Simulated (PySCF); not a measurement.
Species: C₇H₈O₂Si.
SMILES with atom numbers: `[CH2:1]=[c:2]1[o:3][c:4](=[CH2:5])[c:6]([CH:7]=[O:8])[c:9]1[SiH3:10]`

Geometry (GFN2-xTB, Å), atoms numbered from 1 in this order:
```xyz
18
C7H8O2Si angstrom
C      0.7469    2.5934   -0.3723
C      0.0842    1.4382   -0.2452
O     -1.2819    1.3670   -0.3998
C     -1.6784    0.0658   -0.2177
C     -2.9520   -0.3178   -0.3101
C     -0.4809   -0.7111    0.0692
C     -0.3278   -2.1146    0.3379
O      0.7613   -2.6060    0.5563
C      0.6003    0.1239    0.0537
Si     2.3437   -0.5125    0.3808
H      0.2283    3.5067   -0.5994
H      1.8113    2.6228   -0.2484
H     -3.7284    0.3894   -0.5334
H     -3.2288   -1.3437   -0.1628
H     -1.2404   -2.7321    0.3391
H      3.2070    0.6779    0.2785
H      2.4152   -1.0081    1.7492
H      2.7118   -1.4329   -0.6873
```

NICS = −σ at a ghost point: NICS(0) at the centroid of the ring atoms, NICS(1) 1 Å to either side along the normal of their mean plane, zz for the tensor component along that normal. Level: GIAO PBE0/pcSseg-1 (PySCF, non-relativistic, gas phase) on the GFN2-xTB geometry, one conformer.

Ring bond lengths (Å), with Mayer bond orders in brackets: C2–O3 1.377 (0.99), O3–C4 1.372 (0.97), C4–C6 1.456 (0.97), C6–C9 1.366 (1.61), C9–C2 1.443 (1.05).

What do the NICS probes read (ppm)?

| ring | type | NICS(0) | NICS(1), two faces | NICS(1)zz, two faces | rms pucker (Å) | centre to ring atoms, mean (Å) |
| --- | --- | --- | --- | --- | --- | --- |
| C2–O3–C4–C6–C9 | 5-membered ring with O; bonds drawn aromatic by RDKit's count | -2.5 | -4.8 / -4.8 | -6.3 / -6.3 | 0.00 | 1.19 |

What do they say, and how far can they be read as aromaticity?

- C2–O3–C4–C6–C9: mean NICS(1)zz -6.3 ppm, shielded. That is too small in size for a clear verdict by the NICS criterion.

And the bond-length index? Use HOMA with the parameters of Krygowski (1993).

- C2–O3–C4–C6–C9: HOMA -0.18; the largest term is that of C2–O3, α(R − Ropt)² = 1.96. The geometric and the magnetic index point the same way.

At the first NICS(1) probe listed for ring C2–O3–C4–C6–C9, 1 Å off the ring, what do the in-plane components average?

The isotropic value is a third of the trace: (3 × -4.8 − (-6.3))/2 = -4.0 ppm.

What are the shieldings of the ring atoms and their hydrogens in the same run (means over atoms taken as equivalent)?

```json
{"atoms": "C2", "environment": "unsaturated ring carbon", "σ isotropic (ppm)": "15.3"}
{"atoms": "O3", "environment": "ring oxygen", "σ isotropic (ppm)": "106.1"}
{"atoms": "C4", "environment": "unsaturated ring carbon", "σ isotropic (ppm)": "20.6"}
{"atoms": "C6", "environment": "unsaturated ring carbon", "σ isotropic (ppm)": "38.0"}
{"atoms": "C9", "environment": "unsaturated ring carbon", "σ isotropic (ppm)": "23.5"}
```
